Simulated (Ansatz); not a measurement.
`O[SiH][S][GeH2][OH]`, charge 0, multiplicity 2.

**Question.** Give a relaxed structure at PBE0-D4/def2-TZVP (the Gaussian-basis code of Ansatz). (Estimate.)

**Answer.** The calculation gave: 
Z-matrix (Å, degrees):
```
Ge
O 1 1.803
S 1 2.200 2 105.2
H 1 1.539 2 107.0 3 -120.8
H 1 1.535 2 109.5 3 116.4
H 2 0.961 1 112.5 3 154.6
Si 3 2.158 1 96.2 2 -46.1
O 7 1.638 3 112.2 1 64.4
H 7 1.489 3 105.8 1 -178.2
H 8 0.971 7 111.9 3 -45.0
```
This is one stationary point; other conformers may exist.
